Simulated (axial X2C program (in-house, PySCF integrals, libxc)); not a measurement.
## How long does RuSb take?

A bond scan computed with an in-house all-electron X2C program for linear molecules (integrals from PySCF). Basis: Sb dyall-cv3z [11s12p8d4f1g], Ru dyall-cv3z [12s12p8d5f3g] (cores contracted in-house).

Input:
```json
{"zs": [51, 44], "q": 0, "bas": ["dyall-cv3z", "dyall-cv3z"], "levels": ["PBE0", "HF", "BHandHLYP"], "cc": true, "r0": 2.65, "thr": -1.0, "nmax": 90, "npts": 10, "nst": 2, "ntry": 6}
```
```bash
python so2c.py task.json out
```

Keys: zs atomic numbers; q charge; bas basis sets; levels methods; cc coupled cluster on or off; r0 starting distance in Å; thr threshold in hartree for freezing inner shells (an s shell follows its p shell); nmax most natural virtual spinors; npts points on the curve; nst determinants followed; ntry starts of the search. HF also brings MP2.

Hardware: 1 thread of Arm Neoverse V2 (shared host).

Wall time of one point of each curve, integrals apart:

```json
{"Hamiltonian": "spin-free", "level": "PBE0", "points": "10", "seconds a point": "1.1"}
{"Hamiltonian": "spin-free", "level": "HF", "points": "10", "seconds a point": "0.85"}
{"Hamiltonian": "spin-free", "level": "CCSD(T) (13 electrons, 89 virtuals)", "points": "7", "seconds a point": "6.6"}
{"Hamiltonian": "spin-free", "level": "BHandHLYP", "points": "10", "seconds a point": "1.2"}
{"Hamiltonian": "2c", "level": "PBE0", "points": "10", "seconds a point": "2.6"}
{"Hamiltonian": "2c", "level": "HF", "points": "10", "seconds a point": "2.1"}
{"Hamiltonian": "2c", "level": "CCSD(T) (13 electrons, 90 virtuals)", "points": "7", "seconds a point": "8.5"}
{"Hamiltonian": "2c", "level": "BHandHLYP", "points": "10", "seconds a point": "3.7"}
```

The rest:

Search with its distance optimisation 110 s, atoms 20 s, whole task 380 s. Coupled cluster runs on the points near the minimum only. The program drops outer points, and coupled cluster, when its time limit (not in the input) nears; MP2, further determinants and curves that did not converge are not in the table.
